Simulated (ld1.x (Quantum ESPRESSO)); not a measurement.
## PW91 ultrasoft dataset for aluminium (Al), scalar-relativistic all-electron reference.

Input for ld1.x (Quantum ESPRESSO) 7.5:

```
&input
   title='Al', zed=13., rel=1, dft='PW91', iswitch=3,
   config='[Ne] 3s1 3p0 3d-2',
   nld=3, rlderiv=2.45, eminld=-4.0, emaxld=5.0, deld=0.02
 /
 &inputp
   pseudotype=3, tm=.true., lloc=-1, rcloc=1.25,
   nlcc=.true., new_core_ps=.true., rcore=1.35,
   file_pseudopw='Al.UPF', file_wfcaegen='ae.wfc', file_wfcncgen='nc.wfc', file_beta='beta', file_chi='chi', file_wfcusgen='us.wfc'
 /
5
3S  1  0   1.00   0.00  1.85  2.25  0.0
3S  1  0   0.00  -1.25  1.85  2.25  0.0
3P  2  1   0.00   0.00  1.40  1.60  0.0
3P  2  1   0.00   1.95  1.40  1.60  0.0
3D  3  2  -2.00  -0.05  1.45  2.05  0.0
 &test
   configts(1)='3s1 3p0'
 /
```

Command:

```bash
ld1.x < Al.in > Al.out
```

Output (shortened: banner, matrices, multipoles, cross overlaps and the repeated all-electron block are left out):

```
Program LD1 v.7.5

     !!!!!!!!!!!!!!!!!!! WARNING !!!!!!!!!!!!!!!!!!!!!!!
     Message from routine ld1_readin:
     US requires at least two energies per channel 3D
     !!!!!!!!!!!!!!!!!!!!!!!!!!!!!!!!!!!!!!!!!!!!!!!!!!!
     --------------------------- All-electron run ----------------------------

     Al
     scalar relativistic calculation

     atomic number is 13.00
     dft =PW91   lsd =0 sic =0 latt =0  beta=0.20 tr2=1.0E-14
     Exchange-correlation= PW91
                           (   1   4   2   2   0   0   0)
     mesh =1135 r(mesh) = 100.48924 a.u. xmin = -7.00 dx = 0.01250
     1 Ry =  13.60569312 eV, c = 137.03599908

     n l     nl                  e(Ry)          e(Ha)          e(eV)
     1 0     1S 1( 2.00)      -112.6778       -56.3389     -1533.0599
     2 0     2S 1( 2.00)        -9.4713        -4.7356      -128.8633
     2 1     2P 1( 6.00)        -6.6477        -3.3238       -90.4464
     3 0     3S 1( 1.00)        -1.7482        -0.8741       -23.7854
     3 1     3P 1( 0.00)        -1.2683        -0.6341       -17.2560

     final scf error:  6.5E-15 reached in  23 iterations

     Etot =    -483.763472 Ry,    -241.881736 Ha,   -6581.937342 eV

     Ekin =     484.694833 Ry,     242.347416 Ha,    6594.609149 eV
     Encl =   -1140.580045 Ry,    -570.290023 Ha,  -15518.382075 eV
     Eh   =     208.317167 Ry,     104.158584 Ha,    2834.299448 eV
     Exc  =     -36.195426 Ry,     -18.097713 Ha,    -492.463865 eV

     normalization and overlap integrals

     s(1S/1S) =  1.000000  <r> =   0.1202  <r2> =    0.0195  r(max) =   0.0779
     s(2S/2S) =  1.000000  <r> =   0.6248  <r2> =    0.4679  r(max) =   0.4954
     s(2P/2P) =  1.000000  <r> =   0.6004  <r2> =    0.4576  r(max) =   0.4264
     s(3S/3S) =  1.000000  <r> =   2.2053  <r2> =    5.5763  r(max) =   1.9109
     s(3P/3P) =  1.000000  <r> =   2.5659  <r2> =    7.6120  r(max) =   2.1925

     ------------------------ End of All-electron run ------------------------

     --------------------- Generating US pseudopotential ---------------------

      Generating local potential from pseudized AE potential:
      Matching radius rcloc =   1.2500

      Local pseudo, rcloc= 1.265 Estimated cut-off energy=    14.35 Ry

      Computing core charge for nlcc:

       r > 1.36 : true rho core
      Core charge pseudized with two Bessel functions
      Integrated core pseudo-charge :   3.28

      Wfc   3S  rcut= 1.841  Using Troullier-Martins method
      Wfc-us  3S rcutus= 2.248  Estimated cut-off energy=     9.29 Ry

      Wfc   3S  rcut= 1.841  Using Troullier-Martins method
      Wfc-us  3S rcutus= 2.248  Estimated cut-off energy=    10.40 Ry

      Wfc   3P  rcut= 1.398  Using Troullier-Martins method
      Wfc-us  3P rcutus= 1.584  Estimated cut-off energy=    27.91 Ry

      Wfc   3P  rcut= 1.398  Using Troullier-Martins method
      Wfc-us  3P rcutus= 1.584  Estimated cut-off energy=    32.99 Ry

      Wfc   3D  rcut= 1.433  Using Troullier-Martins method
      Wfc-us  3D rcutus= 2.034  Estimated cut-off energy=    27.04 Ry

     ------------------- End of pseudopotential generation -------------------

     Computing logarithmic derivative in   2.43835
     Computing logarithmic derivative in   2.43835
     Computing the partial wave expansion
     R is outside the sphere for l=    0 j= 0.00
     R is outside the sphere for l=    0 j= 0.00
     R is outside the sphere for l=    1 j= 0.00
     R is outside the sphere for l=    1 j= 0.00
     R is outside the sphere for l=    2 j= 0.00

     ---------------------- Testing the pseudopotential ----------------------

     Al
     scalar relativistic calculation

     atomic number is 13.00   valence charge is  3.00
     dft =PW91   lsd =0 sic =0 latt =0  beta=0.20 tr2=1.0E-14
     mesh =1135 r(mesh) = 100.48924 xmin = -7.00 dx = 0.01250

     n l     nl             e AE (Ry)        e PS (Ry)    De AE-PS (Ry)
     1 0     3S   1( 1.00)       -1.74819       -1.74820        0.00000
     2 1     3P   1( 0.00)       -1.26830       -1.26829       -0.00000

     eps = 3.1E-16  iter =  3

     Etot =    -483.763472 Ry,    -241.881736 Ha,   -6581.937342 eV
     Etotps =    -6.500155 Ry,      -3.250077 Ha,     -88.439112 eV

     Ekin =       0.558195 Ry,       0.279097 Ha,       7.594625 eV
     Encl =      -3.117158 Ry,      -1.558579 Ha,     -42.411097 eV
     Ehrt =       0.406453 Ry,       0.203227 Ha,       5.530076 eV
     Ecxc =      -4.896957 Ry,      -2.448479 Ha,     -66.626497 eV
     (Ecc =      -4.405723 Ry,      -2.202862 Ha,     -59.942917 eV)
     Epseu=       0.549313 Ry,       0.274656 Ha,       7.473781 eV

     ---------------------- End of pseudopotential test ----------------------
```

Generation and configuration tests took about 3.5 s on one core of a shared server CPU.
